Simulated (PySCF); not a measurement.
Atom-mapped SMILES (the numbers label the heavy atoms): `[CH3:1][S@@:2](=[O:3])[c:4]1[cH:5][c:6]([NH2:7])[cH:8][o:9]1`; H(Xn) means a hydrogen on atom n.

Geometry: PBE0-D3(BJ)/def2-SVP; GIAO absolute shieldings from PySCF 2.14, gas phase, non-relativistic, averaged over equivalent atoms.

At WP04/pcSseg-1 (195 basis functions, 44 s wall time on 1 thread of an x86-64 server CPU, shared host):
```json
{"atoms": "C4", "σ (ppm)": "9.0"}
{"atoms": "C6", "σ (ppm)": "29.5"}
{"atoms": "C8", "σ (ppm)": "39.4"}
{"atoms": "C5", "σ (ppm)": "58.2"}
{"atoms": "C1", "σ (ppm)": "126.2"}
{"atoms": "S2", "σ (ppm)": "136.7"}
{"atoms": "O9", "σ (ppm)": "63.3"}
{"atoms": "O3", "σ (ppm)": "267.5"}
{"atoms": "N7", "σ (ppm)": "198.0"}
{"atoms": "H(C8)", "σ (ppm)": "24.66"}
{"atoms": "H(C5)", "σ (ppm)": "24.92"}
{"atoms": "H(N7)", "σ (ppm)": "28.91"}
{"atoms": "H(C1)", "σ (ppm)": "29.12"}
```

Q: What do these become at PBE0/pcSseg-1?

A: 
```tsv
atoms	σ at PBE0/pcSseg-1	change
C4	22.3	+13.3
C6	42.9	+13.4
C8	53.7	+14.3
C5	72.9	+14.7
C1	138.9	+12.7
S2	193.8	+57.1
O9	70.6	+7.3
O3	295.2	+27.7
N7	214.2	+16.2
H(C8)	24.11	-0.55
H(C5)	24.44	-0.48
H(N7)	28.73	-0.18
H(C1)	28.80	-0.32
```

The largest change is at S2 (sulfoxide sulfur). Cost: 195 basis functions, 58 s wall time on 1 thread of an x86-64 server CPU, shared host. The order of the carbon signals is the same at both levels.
